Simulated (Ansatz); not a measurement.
Stepwise reaction of `[F][Nb]([F])([F])([Cl])[Cl]` with hydrogen fluoride, as a gas-phase model of exchange steps in deposition or etching. ΔE in kJ/mol; ΔG adds harmonic PBE0-D4 terms to CCSD(T)/CBS, at 1 bar.

Program: Ansatz. Geometries: PBE0-D4/def2-TZVP. ΔE: electronic, gas phase. CBS: MP2 limit from def2 TZ/QZ plus the TZ coupled-cluster correction, frozen cores. This one scheme is used for every species. Functionals use def2-TZVPP. B3LYP here is the variant with VWN-RPA as its local correlation; programs differ in this. Elements past krypton have def2 core potentials. For Nb outer-core shells are correlated without core-valence functions, which leaves a few kJ/mol of doubt a bond.

```json
{"step": "1", "reaction": "`[F][Nb]([F])([F])([Cl])[Cl]` + H–F → `[F][Nb]([F])([F])([F])[Cl]` + HCl", "PBE-D4": "-28.1", "B3LYP-D4": "-31.7", "ωB97M-V": "-35.2", "CCSD(T)/CBS": "-22.9", "ΔG(400 K)": "-26.9"}
{"step": "2", "reaction": "`[F][Nb]([F])([F])([F])[Cl]` + H–F → `[F][Nb]([F])([F])([F])[F]` + HCl", "PBE-D4": "-25.4", "B3LYP-D4": "-27.9", "ωB97M-V": "-31.0", "CCSD(T)/CBS": "-19.6", "ΔG(400 K)": "-21.3"}
```

Problem. By hand: ΔE of the 2 steps together at CCSD(T)/CBS.

Solution. (-22.9) + (-19.6) = -42.5 kJ/mol, or -21.2 kJ/mol a step.

In ΔE the steps differ by no more than 3.3 kJ/mol. All are downhill at CCSD(T)/CBS. ΔG lies between -26.9 and -21.3 kJ/mol a step. PBE-D4 differs from CCSD(T)/CBS by -5.8 to -5.2 kJ/mol a step. Isolated molecules leave out the surface, adducts and barriers. Largest T1 diagnostic: 0.021.
